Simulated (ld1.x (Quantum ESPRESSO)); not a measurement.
# cadmium (Cd) TM: all-electron and pseudo phase curves

cadmium, norm-conserving Troullier–Martins (Kleinman–Bylander form), made with ld1.x (Quantum ESPRESSO) 7.5 (LDA (PZ), scalar-relativistic). Core [Ar] 3d10 4s2, reference 4p6 4d10 5s1 5p1. Waves: 4p (bound): rc 1.35 bohr; 4d (bound): rc 1.50 bohr; 5s (bound): rc 1.65 bohr. Local part: the s channel. Core correction: none.

Occupied shells without a wave of their own: 5p. They enter only through the test configuration that unscreens the potential.

The phase is arctan(r·u′/u) with u = r·R(r), unwrapped; energies in Ry, scanned from -7 to 5 Ry. A pole is an energy at which the radial function vanishes at the test radius. The pseudo phase is shifted by a multiple of π to meet the all-electron one at the reference energy, and phase errors are pseudo minus all-electron; the curves can meet again beyond the range given. Levels narrower than the energy grid can be missing from the lists of poles.

```tsv
channel	radius (bohr)	reference energy (Ry)	poles, all-electron	poles, pseudo	unbroken range about the reference energy with phases within 0.05 rad	phase error 1 Ry above the reference energy (rad)
s	1.79	-0.53	none	1.86	-5.8 to 0.2	-0.129
p	1.79	-5.07	-4.65	-4.63	-5.3 to -1.9	+0.016
d	1.79	-1.01	0.11	0.24	below 1.6	+0.018
```

The potential misses its own reference levels by up to 0.5 eV.

Phases in the p channel:

| E (Ry) | all-electron | pseudo |
| --- | --- | --- |
| -7.00 | 1.268 | 1.286 |
| -6.74 | 1.244 | 1.264 |
| -6.48 | 1.211 | 1.234 |
| -6.22 | 1.160 | 1.187 |
| -5.96 | 1.069 | 1.104 |
| -5.70 | 0.857 | 0.909 |
| -5.44 | 0.106 | 0.187 |
| -5.18 | -1.082 | -1.078 |
| -4.92 | -1.438 | -1.437 |
| -4.66 | -1.567 | -1.560 |
| -4.40 | -1.634 | -1.623 |
| -4.14 | -1.676 | -1.661 |
| -3.88 | -1.707 | -1.688 |
| -3.62 | -1.730 | -1.708 |
| -3.36 | -1.750 | -1.725 |
| -3.10 | -1.768 | -1.739 |
| -2.84 | -1.785 | -1.752 |
| -2.58 | -1.800 | -1.763 |
| -2.32 | -1.816 | -1.774 |
| -2.06 | -1.832 | -1.785 |
| -1.80 | -1.848 | -1.795 |
| -1.54 | -1.865 | -1.805 |
| -1.28 | -1.884 | -1.815 |
| -1.02 | -1.904 | -1.826 |
| -0.76 | -1.926 | -1.837 |
| -0.50 | -1.951 | -1.848 |
| -0.24 | -1.979 | -1.860 |
| 0.02 | -2.011 | -1.873 |
| 0.28 | -2.049 | -1.886 |
| 0.54 | -2.093 | -1.901 |
| 0.80 | -2.147 | -1.917 |
| 1.06 | -2.212 | -1.934 |
| 1.32 | -2.293 | -1.952 |
| 1.58 | -2.395 | -1.973 |
| 1.84 | -2.526 | -1.996 |
| 2.10 | -2.692 | -2.022 |
| 2.36 | -2.896 | -2.051 |
| 2.62 | -3.134 | -2.083 |
| 2.88 | -3.382 | -2.121 |
| 3.14 | -3.614 | -2.165 |
| 3.40 | -3.810 | -2.215 |
| 3.66 | -3.967 | -2.275 |
| 3.92 | -4.091 | -2.346 |
| 4.18 | -4.188 | -2.430 |
| 4.44 | -4.264 | -2.530 |
| 4.70 | -4.327 | -2.650 |
| 4.96 | -4.377 | -2.790 |
